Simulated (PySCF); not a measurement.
Spectrum to structure. Method used: TDDFT B3LYP/def2-SVPD, vertical, gas phase, core orbitals frozen in the response (PySCF). Geometries: GFN2-xTB, one conformer each.

```csv
state,E (eV),λ (nm),f
S1,6.52,190.0,0.0052
S2,6.94,178.7,0.0035
S3,7.07,175.4,0.0006
S4,7.26,170.7,0.017
S5,7.48,165.7,0.023
S6,7.60,163.1,0.0038
S7,7.84,158.2,0.0086
S8,7.88,157.3,0.0039
```

**Question.** Which candidate is it?
A. `CC(C)S(=O)(=O)Cl`
B. `Cl[C@H]1[C@@H](COC1)C#N`
C. `CCCS(=O)(=O)Cl`

**Answer.** B. Its S1, at 6.52 eV, is the highest among the candidates; the nearest of the others has S1 at 5.73 eV. S1 is HOMO→LUMO (97%). Löwdin shares by element: HOMO oxygen 55%, carbon 17% or more, hydrogen 6% or more (atoms not listed hold the other 23%); LUMO chlorine 34%, carbon 26% or more, nitrogen 8% (atoms not listed hold the other 32%). At the same level the other candidates give, for their lowest levels:
- `CC(C)S(=O)(=O)Cl`: 5.73 eV (f 0.005); 6.28 eV (f 0.054); 6.34 eV (f 0.004); 6.54 eV (f 0.018); 7.41 eV (f 0.006); T1 5.14 eV; HOMO -8.75, LUMO -1.78 eV
- `CCCS(=O)(=O)Cl`: 5.69 eV (f 0.004); 6.17 eV (f 0.041); 6.30 eV (f 0.005); 6.49 eV (f 0.018); 7.27 eV (f 0.013); T1 5.11 eV; HOMO -8.82, LUMO -1.89 eV
Triplets come from the Tamm–Dancoff approximation.
